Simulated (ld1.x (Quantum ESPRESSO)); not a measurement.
# Before and after: PAW potential for hafnium (Hf)

```json
{
  "Element": "hafnium",
  "Generator": "ld1.x (Quantum ESPRESSO) 7.5",
  "Type": "PAW",
  "Functional": "PBE",
  "Relativity": "scalar-relativistic",
  "Frozen core": "[Kr] 4d10 4f14",
  "Valence charge": "12",
  "Reference configuration": "5s2 5p6 5d2 6s2 6p0",
  "Partial waves": "5s (bound): rcut 1.70, rcutus 1.90 bohr; 6s (bound): rcut 1.70, rcutus 1.90 bohr; 5p (bound): rcut 1.80, rcutus 1.90 bohr; 6p (bound, empty): rcut 1.80, rcutus 1.90 bohr; 5d (bound): rcut 1.75, rcutus 2.25 bohr; 5d channel at 1.2 Ry: rcut 1.75, rcutus 2.25 bohr; 5f channel at -0.2 Ry: rcut 1.70, rcutus 2.30 bohr; 5f channel at 2.3 Ry: rcut 1.70, rcutus 2.30 bohr",
  "Local potential": "all-electron potential smoothed inside 1.45 bohr (lloc = -1)",
  "Core correction": "Bessel-smoothed model core, default radius (core density twice the valence density)",
  "Augmentation charge": "GAUSS, radius 1.70 bohr"
}
```

Change: functional Wu–Cohen; removed wave 5f channel at 2.3 Ry: rcut 1.70, rcutus 2.30 bohr.

Cutoffs: the cutoffs (Ry, on a coarse ladder) from which the occupation-weighted sum of valence levels, in a spherical-Bessel basis at the reference potential, stays within 10 and 1 mRy of its value at 400 Ry; they do not see the model core or the augmentation charge, which bear on the density cutoff. Errors are all-electron minus pseudo energies relative to the spin-unpolarised reference configuration.

**Question.** How do hardness, ghosts and transferability respond?

**Answer.** The potential gets neither clearly harder nor softer (25 Ry and 40 Ry → 25 Ry and 40 Ry); the bound ghost in f disappears; of the 7 tests that both files solve, the error grows in 1 and shrinks in 5 by more than 15 % and 0.3 meV (median size 5.1 → 2.0 meV); the range in which the f phases agree narrows (upper end at the end of the scan → 0.7).

```tsv
quantity	base	changed
cutoff, loose	25 Ry	25 Ry
cutoff, tight	40 Ry	40 Ry
bound ghosts	f	none
error for 5s2 5p6 5d2 6s1 6p0, meV [ΔE 7.98 → 8.02 eV]	-2.5	-1.8
error for 5s2 5p6 5d2 6s0 6p0, meV [ΔE 22.16 → 22.15 eV]	-6.6	-1.1
error for 5s2 5p6 5d1 6s0 6p0, meV [ΔE 43.95 → 43.92 eV]	-68	-64
error for 5s2 5p6 5d2 6s0 6p1, meV [ΔE 12.65 → 12.77 eV]	+0.6	+5.8
error for 5s2 5p6 5d3 6s1 6p0, meV [ΔE 2.59 → 2.61 eV]	-5.1	-3.8
error for 5s2 5p6 5d2.5 6s1.5 6p0, meV [ΔE 1.26 → 1.26 eV]	-2.4	-2.0
error for 5s2 5p6 5d3 6s0 6p0, meV [ΔE 9.99 → 10.01 eV]	-5.8	-0.8
s: phases at 2.50 bohr within 0.05 rad from the reference energy up to (Ry; the scan ends near 5)	to the end of the scan	to the end of the scan
p: phases at 2.50 bohr within 0.05 rad from the reference energy up to (Ry; the scan ends near 5)	to the end of the scan	to the end of the scan
d: phases at 2.50 bohr within 0.05 rad from the reference energy up to (Ry; the scan ends near 5)	to the end of the scan	to the end of the scan
f: phases at 2.50 bohr within 0.05 rad from the reference energy up to (Ry; the scan ends near 5)	to the end of the scan	0.7
lowest overlap eigenvalue by channel	s 0.06, p 0.03, d 0.85, f 1.00	s 0.06, p 0.03, d 0.85, f 1.00
```

 A true bound ghost makes a file unfit for plane-wave use even where its test errors are small: the radial tests pick states by their node count and pass the ghost by.
